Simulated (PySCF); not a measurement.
Gas-phase reaction: Sb2 + 3 NH3 → 2 SbH3 + 3 NH

Method: PySCF energies plus ideal-gas RRHO corrections (1 bar). † marks an energy on the PBE0/def2-TZVP geometry and frequencies. Open shells (unrestricted): NH (multiplicity 3); the rest are closed-shell singlets. Sb: scalar-relativistic def2 core potential, no spin-orbit coupling.

r2SCAN/def2-TZVP† gives ΔH°(298 K) = 1151 kJ.

**Question.** What do PBE0/def2-QZVP†, PBE/def2-TZVP†, BLYP/def2-TZVP† give?

**Answer.** PBE0/def2-QZVP†: 1191 kJ; PBE/def2-TZVP†: 1237 kJ; BLYP/def2-TZVP†: 1190 kJ. For scale, ΔH°(298 K) is 1151 kJ at this level, 1162 kJ at ωB97M-V/def2-TZVP†, and runs from 653 to 1764 kJ over the 17 levels computed.
